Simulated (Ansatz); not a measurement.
Basis sets compared for Mg2Br2⁺ (the lowest doublet isomer of a short search). Charge 1, multiplicity 2. Geometry r2SCAN-D4/def2-SVP. Ansatz on 4 threads of Intel Xeon 6975P-C on a shared host; times are rough, and most runs start from earlier orbitals.

Cartesian coordinates in Å:
```
Mg -1.282 -1.138 0.004
Mg 1.286 1.135 -0.006
Br 0.485 -0.540 1.722
Br -0.489 0.544 -1.719
```

The structure comes from a short search, and lower isomers may exist.

| level | functions | energy (Eh) | HOMO (eV) | LUMO (eV) | wall time |
| --- | --- | --- | --- | --- | --- |
| PBE-D4/def2-SVP | 100 | -5546.5946 | -8.95 | -8.38 | 0.85 s |
| PBE0-D4/def2-SVP | 100 | -5546.8082 | -9.39 | -7.97 | 1.4 s |

**Question.** Estimate the rows for PBE-D4/def2-TZVP, PBE0-D4/def2-TZVP.

**Answer.** 
| level | functions | energy (Eh) | HOMO (eV) | LUMO (eV) | wall time |
| --- | --- | --- | --- | --- | --- |
| PBE-D4/def2-TZVP | 160 | -5547.3615 | -8.89 | -8.33 | 1.4 s |
| PBE0-D4/def2-TZVP | 160 | -5547.5754 | -9.32 | -7.91 | 2.5 s |
